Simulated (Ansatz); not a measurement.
`[SiH3][SbH2]` + `O[BH][AlH2]` → `[AlH2][BH]O[SiH3]` + stibine at 600 K and 1 bar (cleavage of the Si–Sb bond).

Isolated molecules relaxed with PBE0-D4/def2-TZVP in Ansatz; ΔE leaves out vibrations. CCSD(T)/CBS adds triple-zeta CCSD(T) − MP2 to the extrapolated MP2 energy (def2 sets, frozen cores). Elements past krypton have def2 core potentials. For Sb outer-core shells are correlated without core-valence functions, which leaves a few kJ/mol of doubt a bond. One conformer a species, not always the lowest.

```tsv
species	CCSD(T)/CBS energy (Eh)	H − E (kJ/mol)	S (J/(mol·K))
`[SiH3][SbH2]`	-532.08095	144.0	371.2
`O[BH][AlH2]`	-344.38728	150.3	361.7
`[AlH2][BH]O[SiH3]`	-634.69802	209.2	453.9
`[SbH3]`	-241.78682	75.6	266.4
```

H − E and S are ideal-gas, rigid-rotor, harmonic terms from PBE0-D4/def2-TZVP, for one conformer and one mirror image of each species. 1 Eh = 2625.50 kJ/mol, R = 8.31446 J/(mol·K).

Q: By hand: ΔE, ΔH, ΔS and ΔG.

A: ΔE = (-634.69802) + (-241.78682) − (-532.08095) − (-344.38728) = -0.01661 Eh = -43.6 kJ/mol. Δ(H − E) = 209.2 + 75.6 − 144.0 − 150.3 = -9.5, so ΔH = -53.1 kJ/mol. ΔS = 453.9 + 266.4 − 371.2 − 361.7 = -12.6 J/(mol·K). ΔG = -53.1 − 600 × (-12.6)/1000 = -45.5 kJ/mol.

Q: By hand: the equilibrium constant, and the temperature at which ΔG would vanish if ΔH and ΔS stayed fixed.

A: log₁₀ K = −ΔG/(RT ln 10) = 4.0. ΔG = 0 at ΔH/ΔS = 4214 K, far beyond where these terms or the molecules hold.

The number of gas molecules stays the same, so ΔS is small and ΔH decides. A doubt of 5 kJ/mol in ΔE shifts log₁₀ K by 0.4 here. Other conformers and mirror images would add mixing entropy, several J/(mol·K) or more a flexible species. These are equilibria of isolated gas molecules and say nothing of rates. Largest T1 diagnostic: 0.014 (customary marks: 0.02 for closed shells, 0.045 for open ones).
